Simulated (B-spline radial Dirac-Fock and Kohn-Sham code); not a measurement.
The M5 (3d5/2) hole of zirconium ions: width and yield against charge

These are calculated numbers from a B-spline atomic structure program; the model is a relativistic independent-particle model: LDA orbitals of the hole state, radiative multipoles to third order, Auger rates from the Coulomb interaction with a continuum orbital, Dirac-Fock energies. Tabulated ground configurations, configuration averages; single configurations, so decays that open only by mixing (as 1s 2s² with 1s 2p² in Be-like ions) are missing and such tiny yields are far too low.

```
 ion      configuration  radiative (eV)  non-radiative (eV)     yield
  Zr       [Kr] 4d2 5s2        2.37e-05              0.0906  0.000262
 Zr⁺       [Kr] 4d2 5s1        2.39e-05              0.0914  0.000261
Zr²⁺           [Kr] 4d2        2.41e-05              0.0930  0.000259
Zr³⁺           [Kr] 4d1        2.53e-05              0.0741  0.000341
Zr⁴⁺  [Ar] 3d10 4s2 4p6        2.68e-05              0.0478  0.000560
Zr⁵⁺  [Ar] 3d10 4s2 4p5        2.42e-05              0.0374  0.000646
Zr⁶⁺  [Ar] 3d10 4s2 4p4        2.09e-05              0.0275  0.000760
Zr⁷⁺  [Ar] 3d10 4s2 4p3        1.70e-05             0.00276   0.00611
```
